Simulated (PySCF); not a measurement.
## Mo: excitation energy

Mo [Kr] 4d5 5s1 (7S) → Mo [Kr] 4d5 5p1 (7P), as a difference of total energies. Computed with PySCF 2.14 in aug-cc-pwCVTZ-PP with ECP28MDF (8s8p7d4f3g, 122 functions), with scalar relativity through the core potential. Correlated levels: valence: 4s2 4p6 frozen; valence and next inner shell: nothing frozen outside the core potential. The calculations carry no spin-orbit coupling.

| method | excitation energy (eV) |
| --- | --- |
| UHF | 2.868 |
| LDA | 3.457 |
| PBE | 3.351 |
| PBE0 | 3.259 |
| r2SCAN | 3.477 |
| wB97X-V | 3.048 |
| TPSS | 3.341 |
| MP2 (valence) | 3.122 |
| SCS-MP2 (valence) | 2.953 |
| MP2 (valence and next inner shell) | 3.320 |
| SCS-MP2 (valence and next inner shell) | 3.135 |

**Question.** How much does correlation contribute at MP2 (valence and next inner shell)?

**Answer.** 3.320 − (2.868) = 0.452 eV, measured against UHF.
